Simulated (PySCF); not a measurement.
## Löwdin shares of the frontier orbitals

Species: 3,3-dimethylbutyraldehyde, C₆H₁₂O.
Numbering: `[CH3:1][C:2]([CH3:3])([CH3:4])[CH2:5][CH:6]=[O:7]` (hydrogens: H8, H9, H10 on C1; H11, H12, H13 on C3; H14, H15, H16 on C4; H17, H18 on C5; H19 on C6)

Structure used (GFN2-xTB), in Å, numbered top down from 1:
```
atom  x, y, z in Å
C1    -0.458   -1.113   -1.021
C2    -0.319   -0.079    0.097
C3    -1.141   -0.530    1.309
C4    -0.827    1.281   -0.383
C5     1.152    0.034    0.532
C6     2.139    0.489   -0.502
O7     1.935    0.746   -1.654
H8    -0.090   -2.084   -0.695
H9    -1.502   -1.221   -1.306
H10    0.105   -0.803   -1.897
H11   -2.189   -0.630    1.037
H12   -1.067    0.193    2.119
H13   -0.793   -1.494    1.676
H14   -0.276    1.604   -1.262
H15   -1.881    1.219   -0.642
H16   -0.710    2.033    0.396
H17    1.508   -0.937    0.894
H18    1.240    0.726    1.375
H19    3.164    0.576   -0.081
```

Method: TDDFT PBE0/def2-SVPD, vertical, gas phase, core orbitals frozen in the response (PySCF 2.14.0, density-fitted response routines).

Kohn–Sham orbitals with the atoms that hold most of them (Löwdin shares over 4%, at most four atoms; ? is withheld):

| orbital | ε (eV) | atoms |
| --- | --- | --- |
| LUMO+2 | 1.23 | H19 17%, C6 15%, C3 10%, H11 9% |
| LUMO+1 | 0.51 | C5 12%, C6 11%, C3 11%, H18 9% |
| LUMO | ? | ? |
| HOMO | -7.36 | O7 52%, C6 15%, C5 10%, H19 9% |
| HOMO-1 | -9.23 | C2 24%, C1 21%, C4 19%, C3 6% |
| HOMO-2 | -9.24 | C2 23%, C4 14%, C5 13%, C1 12% |
| HOMO-3 | -9.51 | C2 18%, C3 16%, C5 11%, O7 10% |

Give the leading atoms of the LUMO.

C6 (bonded to C, O and H) 42%; O7 (bonded to C) 35%; C5 (bonded to 2 C and 2 H) 9%; H19 (bonded to C) 6%. By element: carbon 51% or more, oxygen 35%, hydrogen 6% or more.

What is the LUMO energy, and the HOMO–LUMO gap?

ε(LUMO) = -0.73 eV; the gap is 6.63 eV (0.2436 hartree).

How does S1 compare with the orbital gap of 6.63 eV?

S1 is at 4.29 eV (f = 0.0002), 2.34 eV below the gap, made of HOMO→LUMO (98%). 

One configuration dominates each of S1 and S2. Which, and how do the shares of the two leading atoms of either orbital change from the occupied to the empty one?

- S1 (4.29 eV, f 0.0002), HOMO→LUMO (98%): O7 52% → 35%, C6 15% → 42%; low, almost dark, from the terminal oxygen into the C=O bond, the pattern of n→π*
- S2 (6.81 eV, f 0.017), HOMO→LUMO+1 (92%): O7 52% → at most 9%, C6 15% → 11%, C5 10% → 12%

Löwdin shares depend on the basis, the more so with diffuse functions.

One conformer stands for the species.
